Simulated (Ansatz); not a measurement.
## F6Sb−: where a starting geometry ends

The starting geometry of this gas-phase triplet was optimised with GFN2-xTB as a singlet; its bonds are those of `[F][Sb-]([F])([F])([F])([F])[F]`.

```yaml
atoms:
  - { symbol: F, position_ang: [-0.9683, 3.0806, -0.0550] }
  - { symbol: F, position_ang: [-1.4314, 0.4131, -0.2313] }
  - { symbol: F, position_ang: [0.8486, -0.0750, 1.1561] }
  - { symbol: F, position_ang: [1.3105, 2.5932, 1.3343] }
  - { symbol: F, position_ang: [0.9284, 1.4409, -1.0917] }
  - { symbol: F, position_ang: [-1.0474, 1.5653, 2.1951] }
  - { symbol: Sb, position_ang: [-0.0600, 1.5028, 0.5512] }
```

Problem. Predict what becomes of its bonds when it is optimised with PBE0-D4/def2-SVPD.

Solution. It loosens into F5Sb + F, which stay close as a complex (formulas without charges). Contacts that open: F4–Sb7 (1.92 → 2.73 Å).

The energy falls by 2.54 eV over 25 steps:

```csv
step,E − E(last) (eV)
1,2.538
4,1.198
6,1.198
9,1.164
12,0.469
14,0.126
17,0.092
20,0.008
22,0.000
25,0.000
```

Final geometry (Å):

```xyz
7

F    -0.6505    3.1356    0.1470
F    -1.5241    0.5523   -0.2950
F     0.6529   -0.6278    1.0439
F     0.9876    3.7297    1.1085
F     1.0605    1.2035   -1.0941
F    -0.9868    1.3099    2.3279
Sb    0.0407    1.2176    0.6204
```

No frequencies were run, so the end isn't proven a minimum. Open shells are spin-unrestricted. The triplet needn't be the ground state. Atoms past krypton carry core potentials, without spin–orbit terms. Run with Ansatz 0.2.0, 8.9 min on 2 threads of Oxide Virtual Turin-like Processor (Zen 5) (shared host).
